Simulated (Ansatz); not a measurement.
Consider the formal exchange of groups at a Ge–Si bond: `[NH2][GeH2][Si](N)(O)O` + `N=C(O)O` → `N=[C](O)[GeH2][NH2]` + `N[Si](O)(O)O`.

Gas-phase electronic energies from Ansatz, PBE0-D4/def2-TZVP geometries. CCSD(T)/CBS is the MP2 limit (def2-TZVPP, def2-QZVPP) plus CCSD(T) − MP2 in def2-TZVPP, frozen cores. DFT in def2-TZVPP. B3LYP here is the variant with VWN-RPA as its local correlation; programs differ in this. For Ge outer-core shells are correlated without core-valence functions, which leaves a few kJ/mol of doubt a bond. Scalar relativity is left out up to krypton. Each species was taken in one conformer, which may not be the lowest.

| level | ΔE (kcal/mol) | difference from CCSD(T)/CBS |
| --- | --- | --- |
| PBE-D4 | -25.6 | 7.6 |
| r2SCAN-D4 | -29.2 | 4.0 |
| PBE0-D4 | -26.8 | 6.4 |
| B3LYP-D4 | -30.0 | 3.2 |
| ωB97X-V | -29.8 | 3.4 |
| B2PLYP | -32.4 | 0.8 |
| PBE | -25.9 | 7.3 |
| B3LYP | -30.6 | 2.6 |
| MP2/def2-TZVPP | -34.4 | -1.2 |
| SCS-MP2/def2-TZVPP | -34.5 | -1.3 |
| CCSD(T)/def2-TZVPP | -33.0 | 0.2 |
| HF/def2-QZVPP | -33.6 | -0.4 |
| MP2/def2-QZVPP | -34.6 | -1.4 |
| SCS-MP2/def2-QZVPP | -34.8 | -1.6 |
| HF/CBS(def2) | -33.7 | -0.5 |
| CCSD/CBS(def2) | -33.4 | -0.2 |
| CCSD(T)/CBS | -33.2 | 0 |

Largest T1 diagnostic among the species: 0.013.

From PBE to PBE0 (25 % exact exchange), in def2-TZVPP and without D4, ΔE moves by −1.3 kcal/mol.
